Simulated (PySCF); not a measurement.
# Radial density of W⁴¹⁺ (tungsten, charge +41)

UHF, [Ar] 3d10 4s2 4p3, high-spin 4S determinant. Computed with PySCF 2.14 in an even-tempered Gaussian basis (17 s from 4.5 bohr⁻², ratio 2.5; 11 p from 5.9 bohr⁻², ratio 2.5; 8 d from 10 bohr⁻², ratio 2.5; 4 f from 29 bohr⁻², ratio 2.7; 4 g from 44 bohr⁻², ratio 2.7), with the non-relativistic Hamiltonian (point nucleus).

| r (bohr) | 4πr²ρ (e/bohr) | 4πr²(ρα − ρβ) |
| --- | --- | --- |
| 0.000396 | 0.5401 | 0.0000 |
| 0.000666 | 1.468 | 0.0000 |
| 0.00112 | 3.884 | 0.0001 |
| 0.00188 | 9.814 | 0.0005 |
| 0.00317 | 22.96 | 0.0021 |
| 0.00533 | 47.26 | 0.0117 |
| 0.00897 | 78.72 | 0.0656 |
| 0.0151 | 95.08 | 0.3213 |
| 0.0254 | 86.42 | 1.1246 |
| 0.0427 | 108.2 | 1.9612 |
| 0.0718 | 125.4 | 0.3335 |
| 0.121 | 100.1 | 2.3229 |
| 0.203 | 97.96 | 1.4291 |
| 0.342 | 25.78 | 7.1057 |
| 0.574 | 7.871 | 4.7038 |
| 0.966 | 0.06363 | 0.0279 |

A non-relativistic calculation at this Z misses sizeable relativistic shifts. Spin-orbit coupling, which splits the p, d and f shells strongly at this Z, is absent. Spin-orbit coupling is strong in this species (close to jj coupling), so the high-spin LS determinant is a model state, not a physical level.
